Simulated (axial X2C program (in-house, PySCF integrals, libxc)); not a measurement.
# How long does CaTe⁺ take?

A bond scan computed with an in-house all-electron X2C program for linear molecules (integrals from PySCF). Basis: Te dyall-cv3z [11s12p8d4f1g], Ca dyall-cv3z [11s12p6d4f] (cores contracted in-house).

Input:
```json
{
 "zs": [
  52,
  20
 ],
 "q": 1,
 "bas": [
  "dyall-cv3z",
  "dyall-cv3z"
 ],
 "levels": [
  "PBE0",
  "HF",
  "PBE50"
 ],
 "cc": true,
 "r0": 2.75,
 "thr": -1.0,
 "nmax": 90,
 "npts": 10,
 "nst": 2,
 "ntry": 6
}
```
```bash
python so2c.py task.json out
```

Keys: zs atomic numbers; q charge; bas basis sets; levels methods; cc coupled cluster on or off; r0 starting distance in Å; thr threshold in hartree for freezing inner shells (an s shell follows its p shell); nmax most natural virtual spinors; npts points on the curve; nst determinants followed; ntry starts of the search. HF also brings MP2.

Hardware: 1 thread of AMD EPYC 7B13 (Zen 3), with other jobs on the host.

Wall time of one point of each curve, integrals apart:

| Hamiltonian | level | points | seconds a point |
| --- | --- | --- | --- |
| spin-free | PBE0 | 10 | 1.2 |
| spin-free | HF | 10 | 0.71 |
| spin-free | CCSD(T) (7 electrons, 84 virtuals) | 7 | 2.3 |
| spin-free | PBE50 | 10 | 1.2 |
| 2c | PBE0 | 10 | 1.8 |
| 2c | HF | 10 | 1.4 |
| 2c | CCSD(T) (7 electrons, 84 virtuals) | 7 | 3.4 |
| 2c | PBE50 | 10 | 1.7 |

The rest:

Search with its distance optimisation 29 s, atoms 16 s, whole task 180 s. Coupled cluster runs on the points near the minimum only. The program drops outer points, and coupled cluster, when its time limit (not in the input) nears; MP2, further determinants and curves that did not converge are not in the table.
